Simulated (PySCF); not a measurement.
Positional isomers: styrene fluoro+silyl. All species are isolated molecules in the gas phase. One relaxed conformer stands for each flexible species; it need not be the lowest. Strings in code marks are SMILES.

Computed with PySCF 2.14.0 with ωB97X-D3(BJ)/def2-TZVP // PBE0-D3(BJ)/def2-SVP. All candidates: neutral, multiplicity 1. Delta-SCF ions had no search for a lower state. Excitations are Tamm–Dancoff values on a coarser integration grid. The basis has no diffuse functions, so Rydberg states are missing or too high.

| Property | Result |
|---|---|
| vertical electron affinity (Delta-SCF) | -0.09 eV |
| brightest of the four lowest singlets (TDA) | 5.33 eV |
| vertical ionisation energy (Delta-SCF) | 8.66 eV |

**Question.** Which member has these values?
(A) `C=C(F)c1ccccc1[SiH3]` (F–C–C–C torsion 157°)
(B) `C=Cc1ccc([SiH3])c(F)c1` (C–C–C–C torsion 179°)
(C) `C=Cc1cc(F)cc([SiH3])c1` (C–C–C–C torsion 1°)
(D) `C=C(F)c1ccc([SiH3])cc1` (F–C–C–C torsion 5°)

**Answer.** D, `C=C(F)c1ccc([SiH3])cc1` (F–C–C–C torsion 5°). The others give `C=Cc1cc(F)cc([SiH3])c1` (C–C–C–C torsion 1°): -0.11 eV, 6.79 eV, 8.67 eV; `C=C(F)c1ccccc1[SiH3]` (F–C–C–C torsion 157°): -0.23 eV, 6.63 eV, 8.75 eV; `C=Cc1ccc([SiH3])c(F)c1` (C–C–C–C torsion 179°): -0.04 eV, 7.03 eV, 8.65 eV
